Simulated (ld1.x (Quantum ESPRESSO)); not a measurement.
# P (Z = 15): what ld1.x (Quantum ESPRESSO) 7.5 does with a changed input

Command:

```bash
ld1.x < P.in > P.out
```

Input:

```
&input
   title='P', zed=15., rel=1, dft='PBESOL', iswitch=3,
   config='[Ne] 3s2 3p3 3d-2',
   nld=3, rlderiv=1.05, eminld=-15.0, emaxld=5.0, deld=0.04
 /
 &inputp
   pseudotype=2, zval=1.0, tm=.true., lloc=0,
   nlcc=.true.,
   file_pseudopw='P.UPF', file_wfcaegen='ae.wfc', file_wfcncgen='nc.wfc', file_beta='beta', file_chi='chi'
 /
3
2P  2  1   6.00   0.00  0.95  0.95  0.0
3D  3  2  -2.00  -0.10  0.75  0.75  0.0
2S  1  0   2.00   0.00  0.80  0.80  0.0
 &test
   configts(1)='2s2 2p6 3s2 3p3'
 /
```

Output:

```
Program LD1 v.7.5

 %%%%%%%%%%%%%%%%%%%%%%%%%%%%%%%%%%%%%%%%%%%%%%%%%%%%%%%%%%%%%%%%%%%%%%%%%%%%%%
     Error in routine ld1_readin (1):
     supplied (  1.00) and calculated ( 13.00) valence charge do not match
 %%%%%%%%%%%%%%%%%%%%%%%%%%%%%%%%%%%%%%%%%%%%%%%%%%%%%%%%%%%%%%%%%%%%%%%%%%%%%%

     stopping ...
```

Question: This input was made by a single change from one that runs to its end. What was changed?

Answer: The change: valence charge typed as zval=1.0. The program refuses the input: "ld1_readin: supplied (  1.00) and calculated ( 13.00) valence charge do not match".
